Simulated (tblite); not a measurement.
C₇H₈P₂.
Z-matrix (Å and degrees, GFN2-xTB geometry), rows numbered from 1:
```
C 
C   1  1.4974
C   2  1.3863  1  120.75
C   3  1.3844  2  121.15  1  -179.20
C   4  1.3844  3  119.89  2     0.07
C   5  1.3809  4  119.72  3    -0.06
C   6  1.3927  5  120.74  4     0.50
P   7  1.8237  2  119.15  1    -3.52
P   8  2.0262  7  100.61  2   140.96
H   1  1.0898  2  110.36  3  -125.92
H   1  1.0873  2  110.95  3    -5.17
H   1  1.0908  2  110.33  3   115.13
H   3  1.0811  2  119.17  1     0.90
H   4  1.0798  3  119.94  2  -179.75
H   5  1.0799  4  120.40  3  -179.82
H   6  1.0826  5  120.00  4  -179.39
H   9  1.4010  8   92.87  7   178.79
```

Calculated harmonic vibrations of the isolated species, GFN2-xTB (tblite), most abundant isotopes, no scaling. This tight-binding method is rough: wavenumbers can miss measured ones by several per cent, in bad cases by 10 to 20. Modes of hydrogen on phosphorus can be 10 to 20 % off. One conformer, not necessarily the lowest.

Harmonic wavenumbers (cm⁻¹): 38.0, 93.8, 96.9, 158.7, 206.0, 240.1, 353.0, 399.3, 410.0, 451.3, 499.7, 535.0, 656.9, 669.0, 695.4, 761.5, 807.2, 825.8, 874.4, 909.0, 925.5, 1000.4, 1026.4, 1043.8, 1100.9, 1159.1, 1181.8, 1229.6, 1262.4, 1314.8, 1400.4, 1419.4, 1453.7, 1470.7, 1477.9, 1567.5, 1587.6, 2219.7, 2989.5, 3007.0, 3040.0, 3044.8, 3068.3, 3080.5, 3092.3.

A = 2100, B = 866.3, C = 644.6 MHz; mass 154.010 u (most abundant isotopes); point group C1, symmetry number 1.

Zero-point energy?

Half the sum of the wavenumbers: 27423 cm⁻¹ = 78.41 kcal/mol.

Entropy at 350 K, 1 bar (ideal gas, RRHO, classical rotation)?

Translation 41.83, rotation 30.47, vibration 31.61: S = 103.9 cal/(mol K).

And Cp and H(350 K) − H(0)?

Cp = 41.51 cal/(mol K), of which vibrations give 33.56 (their classical limit is 45 R = 89.4); H(350 K) − H(0) = 8.59 kcal/mol without the zero-point energy, 5.81 from vibrations.

What must be added to the electronic energy to get the Gibbs energy at 350 K and 1 bar?

ZPE + [H(350 K) − H(0)] − T·S = 78.41 + 8.59 − 36.37 = 50.63 kcal/mol.

Blend soft modes into free rotors: weight 1/[1 + (100 cm⁻¹/ν̃)⁴] for the oscillator and the rest for a rotor with moment μB/(μ + B), μ = h/(8π²ν), B = 10⁻⁴⁴ kg m². What vibrational entropy results?

29.03 cal/(mol K) in place of 31.61, which changes −T·S at 350 K by +0.90 kcal/mol.

Which modes carry the vibrational entropy at 350 K?

38.0 cm⁻¹: 5.68; 93.8 cm⁻¹: 3.89; 96.9 cm⁻¹: 3.83; 158.7 cm⁻¹: 2.87; 206.0 cm⁻¹: 2.38; 240.1 cm⁻¹: 2.09 cal/(mol K); the other 39 give 10.87 together.

Hindered rotation and anharmonicity are outside this model. Other conformers, if any are populated, would add a mixing term that is left out. The structure is chiral; the term R ln 2 for an equal mix with its mirror image is left out.
